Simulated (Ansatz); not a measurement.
Program: Ansatz. Geometries: PBE0-D4/def2-TZVP. ΔE: electronic, gas phase. CCSD(T)/CBS adds triple-zeta CCSD(T) − MP2 to the extrapolated MP2 energy (def2 sets, frozen cores). This one scheme is used for every species. One conformer a species, not always the lowest.

Consider the ligand exchange at the Al–O bond: `B[O][Al]([Cl])[Cl]` + NH₃ → `[NH2][Al]([Cl])[Cl]` + `BO`.

| level | ΔE (kJ/mol) |
| --- | --- |
| CCSD/def2-SVP | 31.5 |
| MP2/CBS(def2) | 32.9 |

Task: What does CCSD(T)/CBS give? (An estimate is asked.)

Result: Computed: +33.0 kJ/mol. The listed levels differ from it by -1.5, -0.1 kJ/mol.

Largest T1 diagnostic among the species: 0.014.

In def2-TZVPP, CCSD(T) changes the Hartree–Fock value by −10.4 kJ/mol (the triples alone add −1.5 kJ/mol) and MP2 by −10.6 kJ/mol. Leaving LDA and LC-ωPBE aside and taking each functional with its dispersion term where it has one, the values, not all of them listed here, spread over 12.5 kJ/mol, from PBE-D4 to BHLYP-D4. LDA lies −3.7 kJ/mol from PBE without D4.
